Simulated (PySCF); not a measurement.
Gas-phase reaction: 3 WF4NH + 3 F2 = 3 WF6 + NH3 + N2

Energies from PySCF (xtb for GFN2), thermal terms from the rigid-rotor harmonic-oscillator model, ideal gas at 1 bar. † marks an energy on the PBE0/def2-TZVP geometry and frequencies; other levels use their own. All species are closed-shell singlets. W: scalar-relativistic def2 core potential, no spin-orbit coupling. WF4NH: computed as isolated molecules; such fragments, hydroxides, amides, oligomers or adducts are transient or little studied in the gas. The harmonic model lacks anharmonicity and excited electronic states, which grow with temperature; levels with a mode under 35 cm⁻¹ are left out. Soft modes under 120 cm⁻¹ make the harmonic entropy rough for WF4NH.

| level | ΔE electronic, kJ | ΔH°(298 K), kJ | ΔS°(298 K), J/K | ΔG°(2000 K), kJ |
|---|---|---|---|---|
| BLYP/def2-TZVP† | -1845 | -1829 | -205 | -1420 |
| GFN2-xTB | -2312 | -2296 | -180 | -1947 |
| HF/def2-TZVP† | -2015 | -1999 | -205 | -1590 |
| M06-2X/def2-TZVP† | -1868 | -1852 | -205 | -1443 |
| PBE/def2-TZVP† | -1838 | -1822 | -205 | -1413 |
| PBE0/def2-QZVP† | -1890 | -1874 | -205 | -1465 |
| PBE0/def2-SVP† | -1855 | -1839 | -205 | -1430 |
| PBE0/def2-TZVP | -1866 | -1850 | -205 | -1441 |
| LDA/def2-TZVP† | -1930 | -1914 | -205 | -1505 |
| ωB97X-V/def2-TZVP† | -1912 | -1895 | -205 | -1487 |
ΔH° is lowest at GFN2-xTB and highest at PBE/def2-TZVP†. No reference value is set beside these.
